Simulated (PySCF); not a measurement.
Compound: CH3Cl5Si2.
Bonds: C1–Si2, Si2–Cl3, Si2–Cl4, Si2–Si5, Si5–Cl6, Si5–Cl7, Si5–Cl8. Hydrogens: H9, H10, H11 on C1.

The same species was optimised twice, with GFN2-xTB and with PBE0-D3(BJ)/def2-SVP (PySCF), and the same property calculations (PySCF, gas phase) were run on both structures.

```csv
coordinate,GFN2-xTB,PBE0-D3(BJ)/def2-SVP,change
C1–Si2 (Å),1.904,1.854,-0.050
Si2–Cl4 (Å),2.024,2.063,+0.039
Si2–Cl3 (Å),2.024,2.062,+0.038
Si5–Cl7 (Å),2.026,2.058,+0.032
Si5–Cl6 (Å),2.026,2.056,+0.030
Si5–Cl8 (Å),2.023,2.048,+0.025
Si2–Si5 (Å),2.338,2.326,-0.012
Cl3–Si2–Si5 (°),110.5,107.1,-3.4
Cl4–Si2–Si5 (°),110.6,107.9,-2.7
Si2–Si5–Cl7 (°),110.2,107.7,-2.5
Cl6–Si5–Cl8 (°),107.5,109.5,+2.0
C1–Si2–Si5 (°),109.8,111.8,+2.0
C1–Si2–Cl4 (°),108.9,110.7,+1.8
Cl7–Si5–Cl8 (°),107.5,109.2,+1.7
C1–Si2–Cl3 (°),109.0,110.1,+1.1
C1–Si2–Si5–Cl6 (°),-59,-64,-5
```

Rotational constants: A = 766.2, B = 481.5, C = 443.4 MHz (GFN2-xTB) against A = 734.4, B = 494.3, C = 451.2 MHz (PBE0-D3(BJ)/def2-SVP). Atoms that the bonding makes alike are paired by their places after alignment.

On the GFN2-xTB structure: HOMO (eV) -8.63 [PBE0/pcSseg-1]; LUMO (eV) -1.02 [PBE0/pcSseg-1]; dipole (D) 1.94 [PBE0/pcSseg-1]; GIAO shielding of C1 (ppm) 177.3 [PBE0/pcSseg-1]; GIAO shielding of Si2 (ppm) 326.0 [PBE0/pcSseg-1]; GIAO shielding of Cl3/Cl4 (mean) (ppm) 883.0 [PBE0/pcSseg-1]; GIAO shielding of Si5 (ppm) 328.6 [PBE0/pcSseg-1]; GIAO shielding of Cl6/Cl7/Cl8 (mean) (ppm) 807.9 [PBE0/pcSseg-1].

Q: What do these properties become on the PBE0-D3(BJ)/def2-SVP structure?

A: 
```csv
property,level,on GFN2-xTB,on PBE0-D3(BJ)/def2-SVP,change
HOMO (eV),PBE0/pcSseg-1,-8.63,-8.64,-0.01
LUMO (eV),PBE0/pcSseg-1,-1.02,-1.02,0.00
dipole (D),PBE0/pcSseg-1,1.94,2.23,+0.29
"energy, GFN2-xTB geometry as zero (kcal/mol)",PBE0/pcSseg-1,0.0,-2.2,-2.2
GIAO shielding of C1 (ppm),PBE0/pcSseg-1,177.3,177.9,+0.6
GIAO shielding of Si2 (ppm),PBE0/pcSseg-1,326.0,316.7,-9.3
GIAO shielding of Cl3/Cl4 (mean) (ppm),PBE0/pcSseg-1,883.0,874.7,-8.3
GIAO shielding of Si5 (ppm),PBE0/pcSseg-1,328.6,321.9,-6.7
GIAO shielding of Cl6/Cl7/Cl8 (mean) (ppm),PBE0/pcSseg-1,807.9,802.6,-5.3
```

The heavy atoms differ by 0.101 Å rms after alignment (one structure mirrored). Among bonds between heavy atoms C1–Si2 changes most (-0.050 Å). Changes are differences of the printed values. Neither structure is proved a minimum here.

The values belong to the conformer `[CH3:1][Si:2]([Cl:3])([Cl:4])[Si:5]([Cl:6])([Cl:7])[Cl:8]`: C1–Si2–Si5–Cl6 -64°.
